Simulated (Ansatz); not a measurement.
`C[NH][AlH][SH]` + H₂O → `C[NH][AlH][OH]` + H₂S  (formal hydrolysis of the Al–S bond)

Computed with Ansatz on PBE0-D4/def2-TZVP structures; ΔE is electronic, products minus reactants. CBS: MP2 limit from def2 TZ/QZ plus the TZ coupled-cluster correction, frozen cores. This one scheme is used for every species. Functionals use def2-TZVPP. HSE06 is defined as in plane-wave codes. Each species was taken in one conformer, which may not be the lowest.

(1) Is it downhill or uphill in electronic energy at CCSD(T)/CBS, and by how much? (Estimate.)

(2) What do these levels give: revPBE-D4, r2SCAN0-D4, CAM-B3LYP-D4, B2PLYP, r2SCAN0, HSE06, CAM-B3LYP, RPA@PBE/def2-TZVPP, HF/def2-SVP, HF/def2-TZVPP, CCSD(T)/def2-TZVPP, MP2/CBS(def2)? (Estimate.)

Largest T1 diagnostic among the species: 0.011.

## Answers

(1) The calculation gave: Downhill: ΔE = -0.18 eV.

(2) The calculation gave: revPBE-D4 -0.12, r2SCAN0-D4 -0.19, CAM-B3LYP-D4 -0.30, B2PLYP -0.27, r2SCAN0 -0.20, HSE06 -0.15, CAM-B3LYP -0.33, RPA@PBE/def2-TZVPP -0.26, HF/def2-SVP -0.29, HF/def2-TZVPP -0.30, CCSD(T)/def2-TZVPP -0.22, MP2/CBS(def2) -0.17 eV.

At CCSD(T), def2-SVP lies −0.09 eV from the extrapolated value and def2-TZVPP −0.04 eV. Leaving LDA and LC-ωPBE aside and taking each functional with its dispersion term where it has one, the values, not all of them listed here, spread over 0.18 eV, from CAM-B3LYP-D4 to HSE06-D4.
